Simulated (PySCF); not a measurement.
Spectrum to structure. Theory: PySCF 2.14.0, density-fitted response routines, TDDFT wB97X-D/def2-SVPD, vertical, gas phase, core orbitals frozen in the response. Geometries: PBE0-D3(BJ)/def2-SVP, one conformer each.

| state | λ (nm) | f |
| --- | --- | --- |
| S1 | 189.3 | 0.0001 |
| S2 | 185.9 | 0.011 |
| S3 | 183.2 | 0.0070 |
| S4 | 181.6 | 0.0014 |
| S5 | 180.8 | 0.0011 |
| S6 | 172.0 | 0.033 |
| S7 | 160.3 | 0.012 |
| S8 | 157.1 | 0.0016 |
| S9 | 153.9 | 0.0016 |
| S10 | 151.4 | 0.0026 |

Orbital energies (eV): HOMO-3 -10.71, HOMO-2 -9.65, HOMO-1 -8.85, HOMO -8.72, LUMO 1.81, LUMO+1 2.53, LUMO+2 2.94.

Question: Which candidate is it? All have the formula C6H12BNO.
A. `C[O+](C)[B@H-](C#N)C1CC1`
B. `C/C=C/N(C=O)B(C)C`
C. `CC#CCB(N)OCC`
D. `[BH3-][O+]1C[C@@H](C)C[C@H]1C#N`

Answer: C. Its S1 lies at 6.55 eV; the nearest of the others has S1 at 6.87 eV. S1 is HOMO→LUMO+5 (52%), HOMO-1→LUMO+6 (17%), HOMO→LUMO+7 (9%). Löwdin shares by element: HOMO carbon 84% or more (atoms not listed hold the other 16%); LUMO boron 42%, carbon 11% or more, hydrogen 6% or more (atoms not listed hold the other 41%). At the same level the other candidates give, for their lowest levels:
- `C/C=C/N(C=O)B(C)C`: 247 nm (f 0.002); 214 nm (f 0.090); 195 nm (f 0.353); 183 nm (f 0.008); 177 nm (f 0.044); T1 4.24 eV; HOMO -8.94, LUMO 1.07 eV
- `[BH3-][O+]1C[C@@H](C)C[C@H]1C#N`: 173 nm (f 0.003); 170 nm (f 0.000); 163 nm (f 0.004); 159 nm (f 0.037); 157 nm (f 0.015); T1 6.22 eV; HOMO -9.99, LUMO 1.39 eV
- `C[O+](C)[B@H-](C#N)C1CC1`: 180 nm (f 0.002); 163 nm (f 0.005); 159 nm (f 0.006); 156 nm (f 0.030); 155 nm (f 0.002); T1 6.12 eV; HOMO -9.83, LUMO 1.75 eV

The values belong to the conformer `[CH3:1][C:2]#[C:3][CH2:4][B:5]([NH2:6])[O:7][CH2:8][CH3:9]`: C3–C4–B5–N6 0°, C4–B5–O7–C8 -178°, B5–O7–C8–C9 82°, H–N6–B5–C4 -179°, H–N6–B5–C4 -2°.
Triplets come from the Tamm–Dancoff approximation.
